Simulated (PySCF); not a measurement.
Mapped SMILES: `[CH2:1]=[C:2]([CH3:3])[Si:4]([CH3:5])([CH3:6])[SiH3:7]`. Each H is labelled by its parent atom. Ha(C1) is cis to C3; Hb(C1) is trans to C3.

Level of theory: shieldings: GIAO PBE0/pcSseg-1, geometry: GFN2-xTB, in PySCF 2.14.0 with density-fitted response routines (isolated molecule, one averaged value for each set of equivalent atoms, a single conformation, non-relativistic Hamiltonian).

δ = σ(ref) − σ, references computed at the same level: TMS for 13C and 1H and 29Si.

```
      atoms  nucleus  count  Hirshfeld charge  δ (ppm)
     H(Si7)       1H      3             -0.08     3.29
     Hb(C1)       1H      1              0.04     5.49
         C3      13C      1             -0.12     27.6
     Ha(C1)       1H      1              0.04     6.05
         C2      13C      1             -0.08    155.9
      C5/C6      13C      2             -0.21     -1.5
H(C5)/H(C6)       1H      6              0.04     0.28
        Si7     29Si      1              0.20        ?
        Si4     29Si      1              0.32    -24.1
         C1      13C      1             -0.11        ?
      H(C3)       1H      3              0.04        ?
```

Q: Fill in the missing shifts.

A: 
- C1: 132.7 ppm, terminal =CH2 carbon; an sp2 carbon of a C=C bond
- H(C3): 1.98 ppm, hydrogen on an allylic methyl carbon; allylic position
- Si7: -117.5 ppm, silicon bonded to Si, 3 H

Shifts are as computed. Against solution values, carbons near 30 ppm lie about +3 ppm off and those near 130 ppm about +5 ppm. Of 1309 compounds with measured shifts, 239 miss one by over three times the rms of a fit or turn the order of signals round; such compounds aren't used in these exercises.
